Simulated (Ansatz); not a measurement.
**Ligand exchange: C2H9FSi2 + C2H7MgN → C2H11NSi2 + C2H5FMg**

Gas-phase species: C2H9FSi2 `CC[SiH](F)[SiH3]`, singlet; C2H7MgN `C[CH2][Mg][NH2]`, singlet; C2H11NSi2 `CC[SiH](N)[SiH3]`, singlet; C2H5FMg `C[CH2][Mg][F]`, singlet. The partners trade F for NH2: Si–F and Mg–NH2 bonds give way to Si–NH2 and Mg–F.

Shapes, held fixed at every level: PBE0-D4/def2-TZVP. Flexible molecules stand in one conformer, not always the lowest. Programs: Ansatz 0.2.0. The zero-point and thermal change to 298 K, harmonic and unscaled (PBE0-D4/def2-TZVP), is +2.3 kJ/mol.

```json
{"level": "HF/def2-SVP", "kind": "Hartree–Fock", "ΔH(298 K) (kJ/mol)": "-51.3", "less CCSD(T)/def2-TZVPP": "-14.5"}
{"level": "r2SCAN-D4/def2-TZVPP", "kind": "meta-GGA", "ΔH(298 K) (kJ/mol)": "-38.8", "less CCSD(T)/def2-TZVPP": "-2.0"}
{"level": "B3LYP-D4/def2-TZVPP", "kind": "global hybrid", "ΔH(298 K) (kJ/mol)": "-41.7", "less CCSD(T)/def2-TZVPP": "-4.9"}
{"level": "wB97M-V/def2-TZVPP", "kind": "range-separated hybrid", "ΔH(298 K) (kJ/mol)": "-39.6", "less CCSD(T)/def2-TZVPP": "-2.8"}
{"level": "wB97X-V/def2-TZVPP", "kind": "range-separated hybrid", "ΔH(298 K) (kJ/mol)": "-40.6", "less CCSD(T)/def2-TZVPP": "-3.8"}
{"level": "B2PLYP/def2-TZVPP", "kind": "double hybrid", "ΔH(298 K) (kJ/mol)": "-37.4", "less CCSD(T)/def2-TZVPP": "-0.6"}
{"level": "MP2/def2-TZVPP", "kind": "perturbation theory", "ΔH(298 K) (kJ/mol)": "-40.4", "less CCSD(T)/def2-TZVPP": "-3.6"}
{"level": "CCSD(T)/def2-TZVPP", "kind": "coupled cluster or CI", "ΔH(298 K) (kJ/mol)": "-36.8", "less CCSD(T)/def2-TZVPP": "0.0"}
```

The highest level, CCSD(T)/def2-TZVPP, gives ΔH(298 K) = -36.8 kJ/mol; the levels span -51.3 to -36.8. The column of differences is taken from that level and isn't an error. No measured value is set beside it here. Outer-core shells of Mg are correlated, in sets that cover them unevenly. Sets without diffuse functions underbind ionic bonds of s-block metals.
